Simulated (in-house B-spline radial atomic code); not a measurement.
The numbers below are computed, except where a source is named.
Extrapolating the RPA correlation energy in partial waves: V8+

All-electron RPA on PBE0 orbitals from an all-electron radial atomic-structure program (B-spline basis), scalar-relativistic (spin-free one-electron X2C), finite nucleus, configuration [Ne] 3s2 3p3, highest spin. With empty states up to angular momentum L the sums are:

```json
{"L": "3", "E_c(L) (hartree)": "-0.866061"}
{"L": "4", "E_c(L) (hartree)": "-0.922436"}
{"L": "5", "E_c(L) (hartree)": "-0.944583"}
{"L": "6", "E_c(L) (hartree)": "-0.955019"}
```

For large l each further wave adds A/(l + 1/2)⁴, because the basis must build the cusp where two electrons meet.

**Question.** Estimate the limit from L = 5 and L = 6.

**Answer.** Wave 6 adds -0.010436, against a sum of (l + 1/2)⁻⁴ of 5.60204e-04, so A = -18.629. The sum over l > 6 is ζ(4, 7.5) = 9.6207e-04, close to 1/(3 × 7³) = 9.7182e-04. The tail is -0.017922 and the limit -0.97294 hartree.

**Question.** How good is the estimate?

**Answer.** A run to L = 11 sums to -0.96787 and extrapolates to -0.97074 hartree, 0.15 millihartree from the run before. The estimate differs from that by -2.20 millihartree, while the bare sum at L = 6 misses 15.7 millihartree (1.6 %).
